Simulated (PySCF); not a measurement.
SnF4, SMILES [F][Sn]([F])([F])[F].

Coordinates come from a PBE-D3(BJ)/def2-SVP optimisation. The isomer is the one that the SMILES or the coordinates give; other isomers of the formula were not compared. The def2 effective core potentials stand for the cores of Sn; spin–orbit coupling is left out.

Level of theory: PBE/def2-TZVP (PySCF).

Symmetry labels are those of the subgroup D2 that the program uses (full group Td).

Computed valence orbital energies around the gap with their symmetry:
```json
[
 {"orbital": "HOMO−7", "symmetry": "A", "energy (eV)": "-10.39"},
 {"orbital": "HOMO−6", "symmetry": "A", "energy (eV)": "-10.39"},
 {"orbital": "HOMO−5", "symmetry": "B1", "energy (eV)": "-10.38"},
 {"orbital": "HOMO−4", "symmetry": "B2", "energy (eV)": "-10.38"},
 {"orbital": "HOMO−3", "symmetry": "B3", "energy (eV)": "-10.38"},
 {"orbital": "HOMO−2", "symmetry": "B1", "energy (eV)": "-10.19"},
 {"orbital": "HOMO−1", "symmetry": "B2", "energy (eV)": "-10.19"},
 {"orbital": "HOMO", "symmetry": "B3", "energy (eV)": "-10.19"},
 {"orbital": "LUMO", "symmetry": "A", "energy (eV)": "-5.21"},
 {"orbital": "LUMO+1", "symmetry": "B1", "energy (eV)": "-0.80"},
 {"orbital": "LUMO+2", "symmetry": "B2", "energy (eV)": "-0.80"},
 {"orbital": "LUMO+3", "symmetry": "B3", "energy (eV)": "-0.80"}
]
```
